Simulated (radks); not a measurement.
Q: Pd4+, 42 electrons, occupied as [Kr] 4d6. Calculated with a radial shooting solver on a logarithmic mesh with Libxc functionals: Dirac Kohn-Sham, LB94 model potential, spin-unpolarised, spherical densities, finite nucleus; open shells fill j = l - 1/2 first; Fermi nuclear charge, rms radius 4.5318 fm.

Spin-orbit splittings of the eigenvalues, e(l+1/2) - e(l-1/2), with zeta = 2 splitting/(2l+1) and mean radii in bohr:

shell  occ.  splitting (eV)  zeta (eV)  <r> j=l-1/2  <r> j=l+1/2
2p        6           161.3      107.6       0.1167       0.1217
3p        6           27.94      18.62       0.3706       0.3814
3d       10           5.639      2.256       0.3540       0.3574
4p        6           4.803      3.202       0.9938        1.023
4d        6               ?          ?        1.247        1.259

Estimate the 4d splitting.

A: 0.6359 eV (zeta = 0.2543 eV).
